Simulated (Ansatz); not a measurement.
Program: Ansatz. Geometries: PBE0-D4/def2-TZVP. ΔE: electronic, gas phase. CCSD(T)/CBS is the MP2 limit (def2-TZVPP, def2-QZVPP) plus CCSD(T) − MP2 in def2-TZVPP, frozen cores. This one scheme is used for every species. Functionals use def2-TZVPP. B3LYP here is the variant with VWN-RPA as its local correlation; programs differ in this. For As outer-core shells are correlated without core-valence functions, which leaves a few kJ/mol of doubt a bond. Scalar relativity is left out up to krypton. One conformer a species, not always the lowest.

`CN[AsH]C` + `N[SiH3]` → `C[AsH]N[SiH3]` + CH₃NH₂  (ligand exchange at the As–N bond)

| level | ΔE (kJ/mol) | difference from CCSD(T)/CBS |
| --- | --- | --- |
| PBE-D4 | -7.8 | 1.2 |
| r2SCAN-D4 | -6.8 | 2.2 |
| B3LYP-D4 | -9.1 | -0.1 |
| PBE | -5.3 | 3.7 |
| r2SCAN | -6.2 | 2.8 |
| PBE0 | -6.4 | 2.6 |
| HF/def2-TZVPP | -7.3 | 1.7 |
| SCS-MP2/def2-TZVPP | -8.2 | 0.8 |
| HF/def2-QZVPP | -7.9 | 1.1 |
| MP2/CBS(def2) | -8.2 | 0.8 |
| CCSD(T)/CBS | -9.0 | 0 |

Largest T1 diagnostic among the species: 0.011.

The D4 term adds −4.1 kJ/mol with B3LYP and −2.3 kJ/mol with PBE0; it sums over pairs of atoms, weighted by their polarisabilities, and B3LYP, whose exchange is more repulsive, gets the larger term.
